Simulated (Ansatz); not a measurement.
Cost and result for the atomization energy of `[CH3][AlH][C](=N)[SeH]` (11 atoms, 10 bonds).

```xyz
11

C    -1.4290    1.2432   -0.1614
Al   -0.8281   -0.5332    0.3677
C     1.0811   -1.0145    0.1147
N     1.4141   -2.2146    0.3408
Se    2.3710    0.3288   -0.4701
H    -1.1549    1.4711   -1.1969
H    -0.9668    2.0171    0.4621
H    -2.5122    1.3551   -0.0704
H    -1.7703   -1.6354    0.9990
H     2.4026   -2.4347    0.1921
H     1.3926    1.4171   -0.5775
```

Total charge 0; spin multiplicity 1. Correlated methods include outer-core shells of Se, which these sets cover unevenly. Scalar relativity is left out up to krypton. The geometry is a stationary point of PBE0-D4/def2-TZVP. It is one conformer, not always the lowest. Program: Ansatz. All runs use 4 threads of an AMD EPYC 9R45 on a shared host. Times are those of one run each, without the atoms' runs, and a repeat can differ threefold. Electronic energies, without spin–orbit coupling; frozen cores. CCSD(T)/CBS adds CCSD(T) − MP2 in def2-TZVPP to the MP2 limit, and its time is that of the two runs behind it. T1 = 0.012. With those shells the extrapolation isn't a true limit. B3LYP takes the VWN-RPA correlation (the form of Gaussian; ORCA's B3LYP/G).

CCSD(T)/CBS is a level of theory with its own doubt, some kJ/mol a heavy atom from the limit and from the frozen cores, so smaller differences don't rank the functionals.

```csv
level,functions,wall time
PBE-D4/def2-TZVPP (with forces),267,1.2 s
PBE0-D4/def2-TZVPP,267,1.5 s
r2SCAN-D4/def2-TZVPP (with forces),267,1.9 s
B3LYP-D4/def2-TZVPP (with forces),267,2.3 s
B2PLYP/def2-TZVPP,267,2.8 s
ωB97X-V/def2-TZVPP,267,3.5 s
ωB97M-V/def2-TZVPP (with forces),267,4.9 s
MP2/def2-QZVPP,510,12 s
CCSD(T)/def2-TZVPP,267,78 s
CCSD(T)/CBS(def2),–,89 s
```

**Question.** What atomization energy does each give, and how far from CCSD(T)/CBS? (An estimate is asked.)

**Answer.** The calculation gave: 
```tsv
level	atomization (kJ/mol)	difference from CCSD(T)/CBS	per bond
PBE-D4/def2-TZVPP (with forces)	3832.9	94.4	9.4
PBE0-D4/def2-TZVPP	3742.9	4.4	0.4
r2SCAN-D4/def2-TZVPP (with forces)	3750.4	11.9	1.2
B3LYP-D4/def2-TZVPP (with forces)	3745.9	7.4	0.7
B2PLYP/def2-TZVPP	3693.0	-45.5	-4.6
ωB97X-V/def2-TZVPP	3745.6	7.1	0.7
ωB97M-V/def2-TZVPP (with forces)	3738.9	0.4	0.0
MP2/def2-QZVPP	3742.9	4.4	0.4
CCSD(T)/def2-TZVPP	3628.6	-109.9	-11.0
CCSD(T)/CBS(def2)	3738.5	0.0	0.0
```

From PBE to PBE0 (25 % exact exchange), in def2-TZVPP and without D4, the atomization energy moves by −86.3 kJ/mol: exact exchange takes away binding that semilocal exchange gives to molecules. The D4 term adds +41.2 kJ/mol with B3LYP and +21.7 kJ/mol with PBE0; it sums over pairs of atoms, weighted by their polarisabilities, and B3LYP, whose exchange is more repulsive, gets the larger term. In def2-TZVPP, CCSD(T) changes the Hartree–Fock value by +1045.4 kJ/mol (the triples alone add +71.7 kJ/mol) and MP2 by +1094.8 kJ/mol; breaking electron pairs costs correlation energy, which Hartree–Fock lacks.
